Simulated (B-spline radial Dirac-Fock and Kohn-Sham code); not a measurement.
**Relativistic shifts of the levels of Gd⁴²⁺**

System: the Gd⁴²⁺ ion, [Ar] 3d4.

Both columns are ΔSCF binding energies of the configuration average from a radial B-spline solver: non-relativistic Hartree-Fock with a point nucleus, and Dirac-Fock with a finite nucleus and the Coulomb interaction alone, averaged over the two j levels with weights 2j+1.

```
shell  Hartree-Fock (eV)  Dirac-Fock (eV)  shift (eV)  shift (%)
   1s            49821.4          52838.4    +3017.00      +6.06
   2s             9913.7          10717.9     +804.16      +8.11
   2p             9542.2           9814.8     +272.56      +2.86
   3s             3686.9           3910.2     +223.31      +6.06
   3p             3526.7           3618.6      +91.90      +2.61
   3d             3286.5           3290.3       +3.79      +0.12
```

Relativity binds 1s, 2s, 2p, 3s, 3p, 3d more strongly, among those listed most of all 2s in relative terms.

Values without a named source are computed, but for edge energies of neutral atoms, which are taken from tables.
